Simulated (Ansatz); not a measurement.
A made-up structure of AlBGeH4, closed shell:

B1  (-1.296, -0.083, -0.345)
Al2  (0.497, -0.153, -1.226)
Ge3  (-0.134, 0.154, 1.164)
H4  (1.087, -0.669, -2.528)
H5  (1.748, -0.248, -2.186)
H6  (0.321, 0.364, 2.615)
H7  (1.341, 0.094, 0.407)
(Å)

It is relaxed with PBE-D4/def2-SVP and then PBE0-D4/def2-TZVP (Ansatz 0.2.0). Atoms count as bonded within 1.22 times the sum of their covalent radii (H–H: 0.88 Å). The end point is not checked to be a true minimum.

(1) Does its bonding change? (Judge from chemistry; the calculation decides.)

Results:

(1) Computed: Yes. Formed: Al2–H7; broken: Al2–H4, Al2–H5, Ge3–H7.

Where it ends: The first stage lowers the energy by 3.60 eV in 17 steps. It ends as a complex of AlBGeH₂ ([B]1[AlH][GeH]1) + H₂:
```
7
angstrom
B -0.8790 0.8878 -0.1542
Al 1.0824 0.7919 -0.2946
Ge -0.5738 0.0564 1.4743
H 0.7391 -1.2706 -2.4620
H 1.4232 -1.3137 -2.7625
H -0.8234 -0.6111 2.8352
H 2.5960 0.9184 -0.7356
```

Labels in which every atom is bracketed show which atoms are joined, not bond orders.

For scale, one of the runs: PBE0-D4/def2-TZVP relaxation, 140 basis functions, launched by `ansatz run in.yaml --threads 2 --pin off --events-out ev --progress --plain --max-ram 4352MiB`. The run took about 110 s on 2 CPU threads of an Arm Neoverse V1 (shared host).
